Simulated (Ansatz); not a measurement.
CH₆F₂OSSi₂ (`CO[SiH](F)S[SiH2]F`). Charge 0, multiplicity 1. All single points use the PBE0-D4/def2-TZVP geometry. It is one conformer, not always the lowest.

```xyz
13

C     1.868   -1.001   -0.297
O     0.682   -1.761   -0.181
Si   -0.820   -1.187   -0.024
F    -1.720   -2.440    0.335
S    -0.968    0.210    1.581
Si   -1.094    1.977    0.422
F     0.282    2.239   -0.350
H     1.892   -0.448   -1.240
H     2.709   -1.694   -0.273
H     1.965   -0.292    0.530
H    -1.332   -0.575   -1.269
H    -1.316    3.084    1.375
H    -2.147    1.888   -0.611
```

(1) What is the dipole moment at r2SCAN/def2-TZVPP? (An estimate is asked.)

(2) And with PBE, B3LYP, ωB97M-V? (An estimate is asked.)

(3) Give the Mulliken charges with r2SCAN, B3LYP, ωB97M-V in def2-TZVPP. (Estimate.)

Results:

(1) Ansatz gave: 1.70 D, with components (0.68, 1.45, -0.57) D in this frame, pointing from negative to positive charge.

(2) Ansatz gave: PBE 1.62 D, B3LYP 1.76 D, ωB97M-V 1.76 D.

(3) Ansatz gave: 
```
atom  r2SCAN  B3LYP  ωB97M-V
  C1    0.00  -0.13    -0.19
  O2   -0.35  -0.34    -0.33
 Si3    0.71   0.71     0.62
  F4   -0.30  -0.30    -0.28
  S5   -0.32  -0.31    -0.27
 Si6    0.58   0.56     0.45
  F7   -0.32  -0.32    -0.31
  H8    0.07   0.11     0.13
  H9    0.07   0.12     0.13
 H10    0.07   0.11     0.12
 H11   -0.09  -0.09    -0.04
 H12   -0.07  -0.06    -0.02
 H13   -0.07  -0.06    -0.02
```

B3LYP here is the variant with VWN-RPA as its local correlation; programs differ in this.
